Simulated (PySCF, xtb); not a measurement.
Al(Cl)(OH)(SeH) (AlClH₂OSe), SMILES [OH][Al]([Cl])[SeH].

GFN2-xTB (xtb) at its own geometry gives an orbital gap of 3.55 eV and a dipole moment of 3.10 D.

The structure is a stationary point at r2SCAN-D4/def2-SVP. The structure was generated by enumeration; whether it is a known compound was not checked. Other conformers were not sampled.

### Question
What does CAM-B3LYP/def2-TZVP (PySCF) give? (An estimate is asked for; the answer gives what the named calculation found.)

### Answer
gap 8.85 eV (levels -8.79 and 0.06 eV), dipole 1.50 D.
